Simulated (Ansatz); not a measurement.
Stepwise reaction of `[SeH][SiH2][SeH]` with water, as a gas-phase model of exchange steps in deposition or etching. ΔE in kJ/mol; ΔG adds harmonic PBE0-D4 terms to CCSD(T)/CBS, at 1 bar.

Gas-phase electronic energies from Ansatz, PBE0-D4/def2-TZVP geometries. CBS: MP2 limit from def2 TZ/QZ plus the TZ coupled-cluster correction, frozen cores. This one scheme is used for every species. Functionals use def2-TZVPP. B3LYP here is the variant with VWN-RPA as its local correlation; programs differ in this. For Se outer-core shells are correlated without core-valence functions, which leaves a few kJ/mol of doubt a bond. Scalar relativity is left out up to krypton. Each species was taken in one conformer, which may not be the lowest.

| step | reaction | PBE-D4 | B3LYP-D4 | ωB97M-V | CCSD(T)/CBS | ΔG(400 K) |
| --- | --- | --- | --- | --- | --- | --- |
| 1 | `[SeH][SiH2][SeH]` + H₂O → `O[SiH2][SeH]` + H₂Se | -19.0 | -31.4 | -32.5 | -24.7 | -36.5 |

Problem. Give the row of step 2, `O[SiH2][SeH]` + H₂O → `O[SiH2]O` + H₂Se. (An estimate is asked.)

Solution. Computed: 
```
step                                  reaction  PBE-D4  B3LYP-D4  ωB97M-V  CCSD(T)/CBS  ΔG(400 K)
   2  `O[SiH2][SeH]` + H₂O → `O[SiH2]O` + H₂Se   -31.9     -45.6    -46.0        -40.0      -42.1
```

Problem. By hand: ΔE of the 2 steps together at CCSD(T)/CBS.

Solution. (-24.7) + (-40.0) = -64.7 kJ/mol, or -32.4 kJ/mol a step.

In ΔE each step is lower than the one before. All are downhill at CCSD(T)/CBS. ΔG lies between -42.1 and -36.5 kJ/mol a step. PBE-D4 differs from CCSD(T)/CBS by 5.7 to 8.1 kJ/mol a step. Isolated molecules leave out the surface, adducts and barriers. Largest T1 diagnostic: 0.011.
